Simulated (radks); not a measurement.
O II, 7 electrons, occupied as [He] 2s2 2p3 (the NIST ground configuration).

All-electron calculation, non-relativistic Kohn-Sham, LDA (Slater exchange, VWN5 correlation), spin-polarised, spherical densities, point nucleus; open shells are filled with parallel spins first. Program: a radial shooting solver on a logarithmic mesh with Libxc functionals.

Energy parts (hartree):
part                      energy
total                  -74.01672
kinetic                 73.71323
electron-nucleus      -172.09708
Hartree                 31.87094
exchange-correlation    -7.50381

Orbitals (lengths in bohr, moments of r in powers of bohr; r(90%) holds 90 % of the orbital's charge):
orbital  occ.  eigenvalue (hartree)     <r>  r(90%)
1s up       1             -19.45115  0.2012   0.361
1s down     1             -19.35844  0.2003   0.359
2s up       1              -1.51277   1.080    1.71
2s down     1              -1.30763   1.123    1.79
2p up       3              -0.97196   1.083    1.84
2p down     0              -0.76477   1.176    2.02
3s up       0              -0.22250   3.865    5.85
3s down     0              -0.20034   4.167    6.31
3p up       0              -0.13984   4.849    7.52
3p down     0              -0.12529   5.369    8.29

The highest occupied level is 2p up at -26.449 eV. The spin density at the nucleus is -0.0899 e/bohr^3 (1s -0.8850, 2s 0.7951), a Fermi contact field of -4.71 T. The density falls to 0.001 e/bohr^3 at r = 2.85 bohr. Summed over all electrons, <r^2> = 7.505 bohr^2, which gives a Langevin (diamagnetic) susceptibility term of -5.94 x 10^-6 cm^3/mol.
